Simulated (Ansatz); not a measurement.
Program: Ansatz. Geometries: PBE0-D4/def2-TZVP. ΔE: electronic, gas phase. CCSD(T)/CBS is the MP2 limit (def2-TZVPP, def2-QZVPP) plus CCSD(T) − MP2 in def2-TZVPP, frozen cores. DFT in def2-TZVPP. For Ge, Se outer-core shells are correlated without core-valence functions, which leaves a few kJ/mol of doubt a bond. Scalar relativity is left out up to krypton. One conformer a species, not always the lowest.

Reaction (redistribution): `C=N[SiH2][SeH]` + `[CH3][GeH2][C](=O)O` → `O=C(O)[SiH2][SeH]` + `C=[N][GeH2][CH3]`

`C=N[SiH2][SeH]`:

Z-matrix (Å, degrees):
```
Si
N 1 1.734
Se 1 2.289 2 115.9
H 1 1.480 2 107.0 3 -122.6
H 1 1.481 2 107.7 3 117.4
C 2 1.257 1 126.6 3 -0.2
H 3 1.469 1 92.8 2 -78.1
H 6 1.101 2 123.7 1 0.2
H 6 1.096 2 120.1 1 -179.7
```

`[CH3][GeH2][C](=O)O`:

Z-matrix (Å, degrees):
```
C
Ge 1 1.947
H 1 1.091 2 110.3
H 1 1.090 2 109.8 3 120.1
H 1 1.090 2 110.2 3 -120.2
C 2 2.001 1 110.8 3 -177.1
H 2 1.535 1 112.7 3 64.6
H 2 1.537 1 111.6 3 -59.3
O 6 1.348 2 112.5 1 22.4
O 6 1.199 2 125.0 1 -158.4
H 9 0.972 6 106.9 2 178.8
```

`O=C(O)[SiH2][SeH]`:

```xyz
9

O     0.909    1.202   -1.621
C     0.133    0.658   -0.884
O    -1.130    1.090   -0.709
Si    0.534   -0.903    0.166
Se    0.334   -0.461    2.384
H    -1.245    1.879   -1.264
H    -0.374   -1.993   -0.268
H     1.952   -1.244   -0.070
H    -1.112   -0.227    2.268
```

`C=[N][GeH2][CH3]`:

Z-matrix (Å, degrees):
```
Ge
N 1 1.866
C 1 1.944 2 107.3
H 1 1.550 2 109.2 3 121.5
H 1 1.539 2 106.8 3 -119.5
C 2 1.257 1 119.6 3 -121.9
H 3 1.091 1 110.1 2 63.5
H 3 1.091 1 109.6 2 -56.1
H 3 1.091 1 110.6 2 -176.1
H 6 1.103 2 124.9 1 -0.7
H 6 1.097 2 119.8 1 179.3
```

| species | PBE0-D4 energy (Eh) |
| --- | --- |
| `C=N[SiH2][SeH]` | -2786.46241 |
| `[CH3][GeH2][C](=O)O` | -2306.87229 |
| `O=C(O)[SiH2][SeH]` | -2881.52974 |
| `C=[N][GeH2][CH3]` | -2211.78883 |

Question: Work out ΔE.

Answer: ΔE = (-2881.52974) + (-2211.78883) − (-2786.46241) − (-2306.87229) = 0.01613 Eh = +10.1 kcal/mol. CCSD(T)/CBS gives +9.8 kcal/mol.

Largest T1 diagnostic among the species: 0.014.
